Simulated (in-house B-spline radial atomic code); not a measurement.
## RPA and G0W0 on Hartree-Fock: Al¹²⁺

Configuration 1s1, highest spin, mean-field start Hartree-Fock. Computed with a B-spline radial code for spherical atoms: all electrons, non-relativistic, point nucleus, each spin shell either full or empty, empty states to l = 9 with an (l + 1/2)⁻⁴ tail; G0W0 by contour deformation at full frequency.

Relativity, left out, deepens the 1s level by about Z⁴α²/8 hartree.

With one electron the exact correlation energy is zero, so what RPA and GW give is self-correlation.

Command:
```bash
python run_gw.py task.json out
```
Settings (radii: box in bohr, nucleus in fm):
```
Z                        13
electrons                1
configuration            1s1
hamiltonian              nr
method                   hf
lmax                     9
spin_polarised           True
box_radius               5.84
intervals                44
ion_configuration        bare nucleus
```

Cost of the run: 0.5 s on 1 thread of Arm Neoverse N1, with other jobs on the host.

Energies (hartree):

```
                                     term      value
                         mean-field total  -84.50000
Hartree-Fock functional on these orbitals  -84.50000
                      direct second order  -0.022482
                    second-order exchange   0.022482
                         SOSEX correction   0.022275
```

(1) What is the RPA correlation energy, and what remains with SOSEX?

Quasi-particle levels (eV):

```tsv
level	occupied	mean field	Σx - vxc	Σc	QP weight	G0W0
1s up	yes	-2299.36	0.00	?	?	?
1s down	no	-2079.83	0.00	-2.55	0.999	-2082.38
```

G0W0 = mean field + (Σx - vxc) + Σc, with Σc (partial-wave tail included) taken at the quasi-particle energy.

(2) Where does G0W0 put 1s up?

(3) What does it cost to remove one electron (to the bare nucleus) by differences of total energies, each species on its own start (correlation terms add to the Hartree-Fock functional)?

Results:

(1) RPA gives -0.022274 hartree (-0.606 eV per electron); RPA + SOSEX gives 0, and the second-order doubles (MP2) 0 hartree. SOSEX takes back 100 % of the RPA value.

(2) At -2299.18 eV, with Σc = 0.18 eV and a quasi-particle weight of 0.999. The tabulated removal energy is 2304.140 eV (NIST, tabulated theory); the calculation leaves out relativity, QED, nuclear size and recoil, and what these don't explain is the method's own error.

(3) Hartree-Fock functional 2299.36 eV, + RPA 2299.97 eV, + RPA + SOSEX 2299.36 eV, + second order 2299.36 eV. Tabulated: 2304.140 eV (NIST, tabulated theory); the calculation leaves out relativity, QED, nuclear size and recoil, and what these don't explain is the method's own error.
